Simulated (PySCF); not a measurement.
C7H15 (doublet state).
Numbering: `[CH3:1][CH:2][C@H:3]([CH3:4])[CH:5]([CH3:6])[CH3:7]` (hydrogens: H8, H9, H10 on C1; H11 on C2; H12 on C3; H13, H14, H15 on C4; H16 on C5; H17, H18, H19 on C6; H20, H21, H22 on C7)

Cartesian coordinates in Å at the GFN2-xTB level; atoms count from 1:
```
atom  x, y, z in Å
C1    -2.287   -1.441    0.342
C2    -1.373   -0.573   -0.428
C3    -0.381    0.334    0.197
C4    -0.839    1.797    0.032
C5     1.022    0.118   -0.422
C6     2.074    1.047    0.178
C7     1.447   -1.336   -0.225
H8    -2.248   -2.474   -0.018
H9    -2.037   -1.434    1.401
H10   -3.330   -1.121    0.234
H11   -1.500   -0.522   -1.497
H12   -0.319    0.115    1.269
H13   -0.787    2.091   -1.014
H14   -0.219    2.468    0.620
H15   -1.868    1.900    0.367
H16    0.949    0.318   -1.497
H17    3.061    0.775   -0.192
H18    2.082    0.963    1.263
H19    1.891    2.084   -0.090
H20    0.691   -2.007   -0.626
H21    1.571   -1.553    0.834
H22    2.391   -1.532   -0.729
```

The hyperfine couplings belong to this conformer and change with its torsions.

Computed with UKS B3LYP, pcH-1 on C H, non-relativistic, mean-field spin-orbit, GIAO in PySCF 2.14.0. One conformer (not necessarily the lowest) at the GFN2-xTB geometry, without solvent, vibrations or thermal averaging. The geometry wasn't refined by DFT: couplings that depend on bond lengths, twists or pyramidal angles can differ widely from those at the functional's own minimum. The SCF solution wasn't tested for stability.

Task: Give the principal g shifts and their parts.

Result: 
```csv
Δg (ppm),1,2,3
relativistic mass correction,-149,-149,-149
gauge correction,5,40,29
orbital Zeeman/spin–orbit,-30,466,690
total,-174,356,570
```

So g = 2.00215, 2.00268, 2.00289 and g_iso = 2.00257; the tensor is rhombic: the two nearest values differ by 29 % of g3 − g1. Axes: g3 points within 10° of the C2–H11 bond.

Task: Average each term over the three axes. Which is largest in size?

Result: The orbital-Zeeman/spin–orbit term 375, the mass correction -149 and the gauge correction 24 ppm, for a total of 251 ppm. The orbital-Zeeman/spin–orbit term is the largest in size. The mass correction is the same along every axis, so the anisotropy comes from the other two: their spans along these axes are 35 (gauge) and 720 ppm (orbital Zeeman/spin–orbit).

Task: What effective moment and Curie constant follow for a powder?

Result: With the mean of g² = 4.0103 and S(S+1) = 0.75: μ_eff = √(⟨g²⟩S(S+1)) = 1.734 μB and χT = 0.12505·⟨g²⟩·S(S+1) = 0.376 cm³ K/mol (cgs; spin-Hamiltonian part alone).

Task: In a frozen sample, at which fields do the three g values resonate at 9.5, 34, 94 and 263 GHz (hyperfine left aside), and which band first spreads them over more than twice a line width of 1.0 mT?

Result: 
```tsv
band	GHz	B(g3) mT	B(g2) mT	B(g1) mT	spread mT
X	9.5	338.89	338.92	339.01	0.13
Q	34.0	1212.86	1212.99	1213.31	0.45
W	94.0	3353.20	3353.56	3354.45	1.25
J	263.0	9381.83	9382.82	9385.31	3.48
```

The spread grows in proportion to the frequency. J band is the first where it exceeds 2.0 mT.

Largest spin populations (Mulliken): C2 (+1.04), C1 (-0.09) and C3 (-0.08). No atom but C2 exceeds +0.15. The positive populations add up to 1.22 and the negative ones to -0.22, together 2S = 1. The angles at C2 add up to 359.7°, so it is planar; its axial dipolar tensor and the negative coupling of its proton fit spin in a p orbital normal to that plane.

The HOMO–LUMO gaps are 6.16 eV among the α and 7.41 eV among the β orbitals.

The run took 2.0 min (grids of density and orbitals included) on Arm Neoverse V1, one thread, no GPU (shared host), and the process peaked at 1.1 GiB of memory.
